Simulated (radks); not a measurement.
Question: These are the eigenvalues of the occupied orbitals of an atom or ion with whole-number occupations (eV). Method: scalar-relativistic Kohn-Sham, BLYP, spin-polarised, spherical densities, finite nucleus; Fermi nuclear charge, rms radius of each element as measured or else 0.836 A^(1/3) + 0.57 fm; computed with a radial shooting solver on a logarithmic mesh with Libxc functionals.

1s up: -88106.19
1s down: -88106.18
2s up: -15781.17
2s down: -15780.69
2p up: -13546.53
2p down: -13546.13
3s up: -3806.569
3s down: -3806.371
3p up: -3165.485
3p down: -3165.265
3d up: -2510.050
3d down: -2509.691
4s up: -880.0438
4s down: -879.5639
4p up: -669.7875
4p down: -669.3351
4d up: -426.0348
4d down: -425.5086
5s up: -167.1676
5s down: -164.3634
4f up: -156.8342
4f down: -156.1677
5p up: -107.7130
5p down: -104.4624
5d up: -39.3804
5d down: -36.1118
6s up: -19.8085
6s down: -18.6915
6p up: -7.4171
6p down: -6.9776

Which element is it, and in what charge state? The configuration may be excited. Open shells, if any, are filled with parallel spins first.

Answer: Z = 82, lead, charge 0: Pb in [Xe] 4f14 5d6 6s2 6p6. The list shows which subshells hold electrons but not how many an open one holds; the 1s level, -3237.8 hartree, gives Z - s = 80.5 by -(Z - s)^2/2, which with screening and relativity narrows Z to a few neighbours, and the depths of the outer levels then fix element, charge and occupations together.
